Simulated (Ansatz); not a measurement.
Ansatz (a quantum-chemistry and plane-wave program) job for BH3OSe2, SMILES B([SeH])([SeH])O, PBE-D3(BJ)/def2-SVP. 

Ansatz 0.2 input:
```yaml
crystal:
  periodic: [false, false, false]
  atoms:
    - {symbol: B, position_ang: [0.68043111, 0.00158596, 0.00000000]}
    - {symbol: O, position_ang: [2.03020418, 0.08474641, 0.00000000]}
    - {symbol: H, position_ang: [2.49833549, -0.75859280, 0.00000000]}
    - {symbol: Se, position_ang: [-0.35640513, -1.67712520, 0.00000000]}
    - {symbol: H, position_ang: [0.81549227, -2.57964309, 0.00000000]}
    - {symbol: Se, position_ang: [-0.27110903, 1.72187881, 0.00000000]}
    - {symbol: H, position_ang: [-1.62213523, 1.13071202, 0.00000000]}
basis:
  gaussian:
    orbitals: def2-SVP
hamiltonian:
  xc: pbe
  dispersion: d3bj
relax: {f_tol: 0.002, max_steps: 200}
```

Program output:

```
WARN ansatz: RAYON_NUM_THREADS=1 ignored (pool sized by the plan → 1); use --threads N
Functional definition: PBE
integrals: 0.06 GiB planned
1163 factors; their error is unknown
mean field: 0.28 GiB planned
mean field evaluation 1: about -133428.2194 eV, gradient 5.3e1 eV
mean field evaluation 2: about -133401.0704 eV, gradient 1.2e2 eV
mean field evaluation 4: about -133433.1418 eV, gradient 9.5e0 eV
mean field evaluation 8: about -133433.4022 eV, gradient 1.5e-1 eV
mean field evaluation 16: about -133433.2032 eV, gradient 2.2e-4 eV
mean field -133433.20323958 eV, -4903.5797747811 hartree, gradient 4.6e-5 eV, S^2 0.000000; 0 other end points of the search recorded, 0 dependent functions left out
the calculation of the forces begins
reference -133433.20326759 eV, -4903.5797758105 hartree; 42, 42 occupied and 65, 65 virtual orbitals, 1163 factors
relax step   1: F+E_penalty+E_count = -133433.37749903 eV  Δ(F+E_penalty+E_count) = +0.000e0 eV  max|allowed force component| = 4.555e-1 eV/Å  Δτ_max = 0.0000 Å  (29 SCF iters, accepted)
these checks for a lower state are left out or cut short: starts, cluster_reference, orbital_swaps, neighbouring_geometries, increment
integrals: 0.06 GiB planned
1163 factors; their error is unknown
mean field: 0.28 GiB planned
mean field -133433.20874181 eV, -4903.5799769844 hartree, gradient 1.6e-5 eV, S^2 0.000000; 0 other end points of the search recorded, 0 dependent functions left out
the calculation of the forces begins
reference -133433.20876982 eV, -4903.5799780137 hartree; 42, 42 occupied and 65, 65 virtual orbitals, 1163 factors
relax step   2: F+E_penalty+E_count = -133433.38302021 eV  Δ(F+E_penalty+E_count) = -5.521e-3 eV  max|allowed force component| = 1.678e-1 eV/Å  Δτ_max = 0.0161 Å  (30 SCF iters, accepted)
these checks for a lower state are left out or cut short: starts, cluster_reference, orbital_swaps, neighbouring_geometries, increment
integrals: 0.06 GiB planned
1163 factors; their error is unknown
mean field: 0.28 GiB planned
mean field evaluation 32: about -133433.2098 eV, gradient 9.3e-5 eV
mean field -133433.20976277 eV, -4903.5800145038 hartree, gradient 1.6e-5 eV, S^2 0.000000; 0 other end points of the search recorded, 0 dependent functions left out
the calculation of the forces begins
reference -133433.20979078 eV, -4903.5800155331 hartree; 42, 42 occupied and 65, 65 virtual orbitals, 1163 factors
relax step   3: F+E_penalty+E_count = -133433.38386291 eV  Δ(F+E_penalty+E_count) = -8.427e-4 eV  max|allowed force component| = 4.612e-2 eV/Å  Δτ_max = 0.0078 Å  (31 SCF iters, accepted)
these checks for a lower state are left out or cut short: starts, cluster_reference, orbital_swaps, neighbouring_geometries, increment
integrals: 0.06 GiB planned
1163 factors; their error is unknown
mean field: 0.28 GiB planned
mean field -133433.20996588 eV, -4903.5800219679 hartree, gradient 1.6e-5 eV, S^2 0.000000; 0 other end points of the search recorded, 0 dependent functions left out
the calculation of the forces begins
reference -133433.20999388 eV, -4903.5800229967 hartree; 42, 42 occupied and 65, 65 virtual orbitals, 1163 factors
relax step   4: F+E_penalty+E_count = -133433.38413281 eV  Δ(F+E_penalty+E_count) = -2.699e-4 eV  max|allowed force component| = 1.426e-2 eV/Å  Δτ_max = 0.0056 Å  (31 SCF iters, accepted)
these checks for a lower state are left out or cut short: starts, cluster_reference, orbital_swaps, neighbouring_geometries, increment
integrals: 0.06 GiB planned
1163 factors; their error is unknown
mean field: 0.28 GiB planned
mean field -133433.20992291 eV, -4903.5800203887 hartree, gradient 1.1e-5 eV, S^2 0.000000; 0 other end points of the search recorded, 0 dependent functions left out
the calculation of the forces begins
reference -133433.20995090 eV, -4903.5800214173 hartree; 42, 42 occupied and 65, 65 virtual orbitals, 1163 factors
relax step   5: F+E_penalty+E_count = -133433.38416551 eV  Δ(F+E_penalty+E_count) = -3.270e-5 eV  max|allowed force component| = 5.658e-3 eV/Å  Δτ_max = 0.0040 Å  (25 SCF iters, accepted)
these checks for a lower state are left out or cut short: starts, cluster_reference, orbital_swaps, neighbouring_geometries, increment
integrals: 0.06 GiB planned
1163 factors; their error is unknown
mean field: 0.28 GiB planned
mean field -133433.20992242 eV, -4903.5800203708 hartree, gradient 1.6e-5 eV, S^2 0.000000; 0 other end points of the search recorded, 0 dependent functions left out
the calculation of the forces begins
reference -133433.20995041 eV, -4903.5800213995 hartree; 42, 42 occupied and 65, 65 virtual orbitals, 1163 factors
relax step   6: F+E_penalty+E_count = -133433.38416658 eV  Δ(F+E_penalty+E_count) = -1.065e-6 eV  max|allowed force component| = 2.693e-3 eV/Å  Δτ_max = 0.0007 Å  (21 SCF iters, accepted)
these checks for a lower state are left out or cut short: starts, cluster_reference, orbital_swaps, neighbouring_geometries, increment
integrals: 0.06 GiB planned
1163 factors; their error is unknown
mean field: 0.28 GiB planned
mean field -133433.20992722 eV, -4903.5800205473 hartree, gradient 2.1e-5 eV, S^2 0.000000; 0 other end points of the search recorded, 0 dependent functions left out
the calculation of the forces begins
reference -133433.20995521 eV, -4903.5800215760 hartree; 42, 42 occupied and 65, 65 virtual orbitals, 1163 factors
relax step   7: F+E_penalty+E_count = -133433.38416792 eV  Δ(F+E_penalty+E_count) = -1.347e-6 eV  max|allowed force component| = 7.500e-4 eV/Å  Δτ_max = 0.0005 Å  (19 SCF iters, accepted)
integrals: 0.06 GiB planned
1163 factors; their error is unknown
mean field: 0.28 GiB planned
mean field evaluation 64: about -133400.4083 eV, gradient 1.2e2 eV
mean field -133433.20992722 eV, -4903.5800205473 hartree, gradient 2.1e-5 eV, S^2 0.000000; 1 other end points of the search recorded, 0 dependent functions left out
the calculation of the forces begins
reference -133433.20995521 eV, -4903.5800215760 hartree; 42, 42 occupied and 65, 65 virtual orbitals, 1163 factors
Total energy: -133433.38419592 eV, -4903.5864248037 hartree
Atom 0 at     0.680859     0.004046    -0.000000 Å, force     0.000352    -0.000750     0.000000 eV/Å
Atom 1 at     2.041063     0.092994    -0.000000 Å, force    -0.000574     0.000610     0.000000 eV/Å
Atom 2 at     2.496680    -0.766613     0.000000 Å, force     0.000276    -0.000553    -0.000000 eV/Å
Atom 3 at    -0.364569    -1.669913    -0.000000 Å, force    -0.000036     0.000146    -0.000000 eV/Å
Atom 4 at     0.814344    -2.579112     0.000000 Å, force     0.000201     0.000014     0.000000 eV/Å
Atom 5 at    -0.270408     1.726230     0.000000 Å, force    -0.000328     0.000284     0.000000 eV/Å
Atom 6 at    -1.623155     1.115930     0.000000 Å, force     0.000108     0.000249    -0.000000 eV/Å
Dipole moment:     0.208988    -0.387900     0.000000 e Å
```

Self-consistency was reached.

Cost: around 21 core-seconds (rough).
